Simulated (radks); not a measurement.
All-electron atom: Ar3+ in [Ne] 3s2 3p3.

Method: scalar-relativistic Kohn-Sham, LDA (Slater exchange, Perdew-Wang correlation), spin-unpolarised, spherical densities, finite nucleus; Fermi nuclear charge, rms radius 3.4274 fm; computed with a radial shooting solver on a logarithmic mesh with Libxc functionals.

Energy parts (eV):
part                      energy
total                 -14274.854
kinetic                14341.980
electron-nucleus      -33418.925
Hartree                 5562.473
exchange-correlation    -760.381

Orbitals (lengths in bohr, moments of r in powers of bohr; <r^-3> diverges for s and p1/2; r(90%) holds 90 % of the orbital's charge):
orbital  occ.  eigenvalue (eV)   <1/r>  r(90%)     <r^2>  <r^-3>
1s          2        -3160.120   17.65   0.153  0.009935       -
2s          2        -343.9821   3.548   0.648    0.2042       -
2p          6        -278.1100   3.457   0.624    0.1759   127.2
3s          2         -65.4934   1.081    1.92     1.912       -
3p          3         -50.0147  0.9766    2.12     2.262   14.46

The highest occupied level is 3p at -50.015 eV. The density falls to 0.001 e/bohr^3 at r = 2.98 bohr.
